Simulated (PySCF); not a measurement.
Si(H)2(F)(vinyl) (C₂H₅FSi), SMILES C=C[SiH2]F.

Coordinates come from a B3LYP-D3(BJ)/def2-SVP optimisation. Other conformers were not sampled.

These are PySCF with CAM-B3LYP/def2-TZVP values and carry that method's errors.

Symmetry labels are those of the subgroup Cs that the program uses (full group Cs).

Computed valence orbital energies around the gap with their symmetry:
```tsv
orbital	symmetry	energy (eV)
HOMO−7	A'	-14.91
HOMO−6	A'	-14.19
HOMO−5	A"	-14.00
HOMO−4	A'	-13.64
HOMO−3	A'	-12.64
HOMO−2	A"	-11.25
HOMO−1	A'	-10.55
HOMO	A"	-9.48
LUMO	A"	0.48
LUMO+1	A'	1.14
LUMO+2	A'	2.33
LUMO+3	A'	2.73
```
